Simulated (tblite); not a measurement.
Species: C₆H₈FP.
Atom-mapped SMILES: `[F:1]/[CH:2]=[P:3]/[C:4]1=[CH:5][CH2:6][CH2:7][CH2:8]1` (hydrogens: H9 on C2; H10 on C5; H11, H12 on C6; H13, H14 on C7; H15, H16 on C8)

Cartesian coordinates in Å at the GFN2-xTB level; atoms count from 1:
```
atom  x, y, z in Å
F1     4.2731   -0.3944    0.6769
C2     2.9574   -0.3150    0.4059
P3     1.9091    0.3615    1.5249
C4     0.3456    0.1925    0.6416
C5    -0.8248    0.4550    1.2287
C6    -1.9866    0.2265    0.3185
C7    -1.3300    0.0777   -1.0635
C8     0.1457   -0.2542   -0.7848
H9     2.7350   -0.7366   -0.5651
H10   -0.9537    0.7702    2.2498
H11   -2.5125   -0.6864    0.6135
H12   -2.7065    1.0450    0.3548
H13   -1.3943    1.0238   -1.6017
H14   -1.8118   -0.6891   -1.6670
H15    0.3338   -1.3280   -0.8671
H16    0.8129    0.2606   -1.4769
```

Computed with GFN2-xTB (tblite): harmonic, unscaled wavenumbers at the GFN2-xTB geometry, gas phase. Against measured fundamentals such values can be off by several per cent, at times by over 20. One conformer, not necessarily the lowest.

Harmonic wavenumbers (cm⁻¹): 56.4, 107.5, 134.1, 166.1, 260.2, 283.3, 329.1, 421.7, 484.5, 630.9, 641.4, 780.9, 813.7, 844.6, 908.1, 949.6, 974.6, 1011.5, 1035.7, 1085.0, 1106.4, 1112.9, 1152.3, 1190.4, 1196.5, 1223.8, 1282.6, 1288.3, 1298.3, 1320.6, 1463.1, 1473.5, 1494.2, 1633.9, 2938.4, 2945.9, 2981.9, 2986.7, 2997.2, 3017.2, 3038.4, 3116.2.

A = 4780, B = 877.6, C = 755.4 MHz; mass 130.035 u (most abundant isotopes); point group C1, symmetry number 1.

Q: Zero-point energy?

A: Half the sum of the wavenumbers: 27089 cm⁻¹ = 324.05 kJ/mol.

Q: What is S at 200 K and 1 bar for an ideal gas of classical rigid rotors and harmonic oscillators?

A: Translation 161.27, rotation 116.39, vibration 58.35: S = 336.0 J/(mol K).

Q: And Cp and H(200 K) − H(0)?

A: Cp = 98.75 J/(mol K), of which vibrations give 65.49 (their classical limit is 42 R = 349.2); H(200 K) − H(0) = 13.20 kJ/mol without the zero-point energy, 6.55 from vibrations.

Q: What must be added to the electronic energy to get the Gibbs energy at 200 K and 1 bar?

A: ZPE + [H(200 K) − H(0)] − T·S = 324.05 + 13.20 − 67.20 = 270.05 kJ/mol.

Q: How do the functions run with temperature in this model?

A: 
| T (K) | S (J/(mol K)) | Cp (J/(mol K)) | H − H(0) (kJ/mol) | G − H(0) (kJ/mol) | ln q(vib) |
| --- | --- | --- | --- | --- | --- |
| 150 | 310.0 | 83.3 | 8.66 | -37.84 | 2.10 |
| 250 | 359.8 | 115.7 | 18.56 | -71.40 | 4.06 |
| 298.15 | 381.7 | 133.3 | 24.55 | -89.26 | 5.02 |
| 400 | 426.1 | 170.0 | 40.02 | -130.41 | 7.05 |
| 600 | 506.5 | 226.7 | 80.07 | -223.83 | 11.08 |
| 900 | 609.3 | 279.2 | 156.69 | -391.72 | 16.94 |

q(vib) and H(0) count from the zero-point level.

Hindered rotation and anharmonicity are outside this model. Other conformers, if any are populated, would add a mixing term that is left out. The structure is chiral; the term R ln 2 for an equal mix with its mirror image is left out.
